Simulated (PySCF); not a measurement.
ClRb, charge +1, doublet, geometry from GFN2-xTB (such geometries of metal compounds can be far from the true shape) (a state made from the parent by changing its charge; the spin is typed, not shown lowest) (core potentials on Rb); PySCF with DF-SVWN5/def2-TZVPD.

Input for PySCF:
```python
from pyscf import gto, scf, dft
import numpy

mol = gto.M(
    atom='''
Rb   -0.00000000   -0.00000000   -1.02590000
Cl    0.00000000    0.00000000    2.23284117
''',
    basis='def2-tzvpd',
    ecp={'Rb': 'def2-tzvpd'},
    charge=1,
    spin=1,
    verbose=4,
)
print('smallest overlap eigenvalue', numpy.linalg.eigvalsh(mol.intor('int1e_ovlp'))[0])

mf = dft.UKS(mol)
mf.xc = 'lda,vwn'
mf = mf.density_fit(auxbasis='def2-universal-jkfit')
mf.kernel()
```

It wrote (shortened):

```
PySCF version 2.14.0

[INPUT] verbose = 4
[INPUT] num. atoms = 2
[INPUT] num. electrons = 25
[INPUT] charge = 1
[INPUT] spin (= nelec alpha-beta = 2S) = 1
[INPUT] symmetry False subgroup None
[INPUT] Mole.unit = angstrom
[INPUT] Symbol           X                Y                Z      unit          X                Y                Z       unit  Magmom
[INPUT]  1 Rb     0.000000000000   0.000000000000  -1.025900000000 AA    0.000000000000   0.000000000000  -1.938670031191 Bohr   0.0
[INPUT]  2 Cl     0.000000000000   0.000000000000   2.232841170000 AA    0.000000000000   0.000000000000   4.219458290953 Bohr   0.0

nuclear repulsion = 24.845211401297
number of shells = 29
number of NR pGTOs = 115
number of NR cGTOs = 79
basis = def2-tzvpd
ecp = {'Rb': 'def2-tzvpd'}
smallest overlap eigenvalue 0.0052616888947351614

******** <class 'pyscf.df.df_jk.DFUKS'> ********
method = DFUKS
initial guess = minao
damping factor = 0
level_shift factor = 0
DIIS = <class 'pyscf.scf.diis.CDIIS'>
diis_start_cycle = 1
diis_space = 8
diis_damp = 0
SCF conv_tol = 1e-09
SCF conv_tol_grad = None
SCF max_cycles = 50
direct_scf = False
number electrons alpha = 13  beta = 12
XC library pyscf.dft.libxc version 7.1.2
    S. Lehtola, C. Steigemann, M. J. T. Oliveira, and M. A. L. Marques,  SoftwareX 7, 1–5 (2018)
XC functionals = lda,vwn
    P. A. M. Dirac,  Math. Proc. Cambridge Philos. Soc. 26, 376 (1930)
    F. Bloch,  Z. Phys. 57, 545 (1929)
    S. H. Vosko, L. Wilk, and M. Nusair,  Can. J. Phys. 58, 1200 (1980)
radial grids:
    Treutler-Ahlrichs [JCP 102, 346 (1995); DOI:10.1063/1.469408] (M4) radial grids

becke partition: Becke, JCP 88, 2547 (1988); DOI:10.1063/1.454033
pruning grids: <function nwchem_prune>
grids dens level: 3
symmetrized grids: False
atomic radii adjust function: <function treutler_atomic_radii_adjust>
small_rho_cutoff = 0
Set gradient conv threshold to 3.16228e-05
tot grids = 40792
init E= -479.986227341452

cycle= 1 E= -482.461564663603  delta_E= -2.48  |g|= 0.217  |ddm|= 1.66
cycle= 2 E= -482.469704143085  delta_E= -0.00814  |g|= 0.184  |ddm|= 0.953
cycle= 3 E= -482.484452361912  delta_E= -0.0147  |g|= 0.0775  |ddm|=  0.8
cycle= 4 E= -482.483740680893  delta_E= 0.000712  |g|= 0.085  |ddm|= 0.779

cycle= 5 E= -482.484857989813  delta_E= -0.00112  |g|= 0.0715  |ddm|= 0.0135

cycle= 6 E= -482.484467670347  delta_E= 0.00039  |g|= 0.0765  |ddm|= 0.778

cycle= 7 E= -482.485052039661  delta_E= -0.000584  |g|= 0.0689  |ddm|= 0.241

cycle= 8 E= -482.485178174198  delta_E= -0.000126  |g|= 0.0671  |ddm|= 0.364

cycle= 9 E= -482.484800078778  delta_E= 0.000378  |g|= 0.0723  |ddm|= 0.766

cycle= 10 E= -482.48478841828  delta_E= 1.17e-05  |g|= 0.0725  |ddm|= 0.00106

cycle= 11 E= -482.484739059109  delta_E= 4.94e-05  |g|= 0.0731  |ddm|= 0.0106

cycle= 12 E= -482.48480797912  delta_E= -6.89e-05  |g|= 0.0722  |ddm|= 0.000721

cycle= 13 E= -482.484995868251  delta_E= -0.000188  |g|= 0.0697  |ddm|= 0.021

cycle= 14 E= -482.485063332129  delta_E= -6.75e-05  |g|= 0.0688  |ddm|= 0.00876

cycle= 15 E= -482.484563215705  delta_E= 0.0005  |g|= 0.0753  |ddm|= 0.772

cycle= 16 E= -482.484127147034  delta_E= 0.000436  |g|= 0.0805  |ddm|= 0.0258

cycle= 17 E= -482.483818466068  delta_E= 0.000309  |g|= 0.0841  |ddm|= 0.0377

cycle= 18 E= -482.484979688654  delta_E= -0.00116  |g|= 0.0699  |ddm|= 0.412

cycle= 19 E= -482.484776061654  delta_E= 0.000204  |g|= 0.0726  |ddm|= 0.342

cycle= 20 E= -482.485115551936  delta_E= -0.000339  |g|= 0.068  |ddm|= 0.00422

cycle= 21 E= -482.48354567269  delta_E= 0.00157  |g|= 0.0872  |ddm|= 0.775

cycle= 22 E= -482.484161424165  delta_E= -0.000616  |g|= 0.0802  |ddm|= 0.00533
cycle= 23 E= -482.483470725887  delta_E= 0.000691  |g|= 0.0879  |ddm|= 0.0457

cycle= 24 E= -482.485043296392  delta_E= -0.00157  |g|= 0.0691  |ddm|= 0.371

cycle= 25 E= -482.485196255969  delta_E= -0.000153  |g|= 0.067  |ddm|= 0.553

cycle= 26 E= -482.485112590001  delta_E= 8.37e-05  |g|= 0.0681  |ddm|= 0.749

cycle= 27 E= -482.485107204957  delta_E= 5.39e-06  |g|= 0.0682  |ddm|= 0.754

cycle= 28 E= -482.484992122301  delta_E= 0.000115  |g|= 0.0698  |ddm|= 0.147

cycle= 29 E= -482.484967346953  delta_E= 2.48e-05  |g|= 0.0701  |ddm|= 0.0145

cycle= 30 E= -482.484965346325  delta_E= 2e-06  |g|= 0.0702  |ddm|= 0.755

cycle= 31 E= -482.485213181166  delta_E= -0.000248  |g|= 0.0667  |ddm|= 0.737

cycle= 32 E= -482.48516901336  delta_E= 4.42e-05  |g|= 0.0673  |ddm|= 0.76

cycle= 33 E= -482.484138804264  delta_E= 0.00103  |g|= 0.0805  |ddm|= 0.104

cycle= 34 E= -482.484552100822  delta_E= -0.000413  |g|= 0.0755  |ddm|= 0.118

cycle= 35 E= -482.484418213294  delta_E= 0.000134  |g|= 0.0772  |ddm|= 0.751

cycle= 36 E= -482.484375344256  delta_E= 4.29e-05  |g|= 0.0777  |ddm|= 0.00144

cycle= 37 E= -482.484878468167  delta_E= -0.000503  |g|= 0.0713  |ddm|= 0.075

cycle= 38 E= -482.484339101695  delta_E= 0.000539  |g|= 0.0781  |ddm|= 0.0947

cycle= 39 E= -482.484817839532  delta_E= -0.000479  |g|= 0.0721  |ddm|= 0.0561

cycle= 40 E= -482.484887237774  delta_E= -6.94e-05  |g|= 0.0711  |ddm|= 0.777

cycle= 41 E= -482.485378827648  delta_E= -0.000492  |g|= 0.0644  |ddm|= 0.574

cycle= 42 E= -482.484660887802  delta_E= 0.000718  |g|= 0.0741  |ddm|= 0.658

cycle= 43 E= -482.484500904757  delta_E= 0.00016  |g|= 0.0761  |ddm|= 0.0215

cycle= 44 E= -482.485158937658  delta_E= -0.000658  |g|= 0.0674  |ddm|= 0.129

cycle= 45 E= -482.485126969532  delta_E= 3.2e-05  |g|= 0.0679  |ddm|= 0.749

cycle= 46 E= -482.484762631394  delta_E= 0.000364  |g|= 0.0728  |ddm|= 0.0746

cycle= 47 E= -482.484857259353  delta_E= -9.46e-05  |g|= 0.0716  |ddm|= 0.184

cycle= 48 E= -482.485102915748  delta_E= -0.000246  |g|= 0.0683  |ddm|= 0.0908

cycle= 49 E= -482.484986461423  delta_E= 0.000116  |g|= 0.0699  |ddm|= 0.714

cycle= 50 E= -482.485391468221  delta_E= -0.000405  |g|= 0.0642  |ddm|= 0.116
SCF not converged.
SCF energy = -482.485391468221 after 50 cycles  <S^2> = 0.75109293  2S+1 = 2.0010926
```

The run did not converge; its last values are not results.
